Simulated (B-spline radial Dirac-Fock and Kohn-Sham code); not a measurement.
# Auger decay of the L2 hole in Te²⁺

System: the Te²⁺ ion, configuration [Kr] 4d10 5s2 5p2, inside a Watson sphere of charge -2 and radius 2.7 Å (a model of the Madelung potential; inside it an electron's potential energy is raised by 10.7 eV).

Model: independent-particle radiative and Coulomb Auger rates from relativistic LDA hole-state orbitals, with Dirac-Fock energies. Program: a B-spline atomic structure program. Kinetic energies are configuration averages from the vacuum level; the two-hole energies are estimated from single-hole states.

| transition | kinetic energy (eV) | width (meV) | share (%) |
| --- | --- | --- | --- |
| L2-L3N1 | 47.14 | 33.8 | 1.3 |
| L2-L3N2 | 96.47 | 140 | 5.3 |
| L2-L3N3 | 107.2 | 47.9 | 1.8 |
| L2-L3N4 | 188.8 | 190 | 7.2 |
| L2-L3N5 | 190.7 | 65.6 | 2.5 |
| L2-M1M2 | 2671.1 | 71.5 | 2.7 |
| L2-M2M2 | 2798.9 | 68.3 | 2.6 |
| L2-M2M3 | 2855.1 | 222 | 8.4 |
| L2-M2M4 | 3095.7 | 118 | 4.5 |
| L2-M2M5 | 3100.9 | 209 | 7.9 |
| L2-M3M4 | 3143.4 | 156 | 5.9 |
| L2-M4M4 | 3379.2 | 135 | 5.1 |
| L2-M4M5 | 3388.7 | 591 | 22.4 |
| L2-M5M5 | 3400.2 | 26.6 | 1.0 |
| L2-M2N2 | 3568.1 | 22.6 | 0.9 |
| L2-M2N3 | 3577.4 | 41.8 | 1.6 |
| L2-M3N2 | 3618.7 | 30.7 | 1.2 |
| L2-M2N5 | 3660.4 | 30.6 | 1.2 |
| L2-M3N4 | 3710.4 | 19.9 | 0.8 |
| L2-M4N3 | 3867.7 | 28.1 | 1.1 |
| L2-M5N2 | 3867.7 | 25.9 | 1.0 |
| L2-M4N4 | 3949.7 | 34.3 | 1.3 |
| L2-M4N5 | 3950.7 | 80.2 | 3.0 |
| L2-M5N4 | 3959.5 | 63.8 | 2.4 |

The listed channels hold 93 % of the non-radiative rate. Summed by principal shells, of 2.64 eV in all: LMM 62.4 %, LLN 18.1 %, LMN 17.3 %, LNN 1.2 %, LLO 0.5 %, LMO 0.4 %.

Values without a named source are computed, but for edge energies of neutral atoms, which are taken from tables.
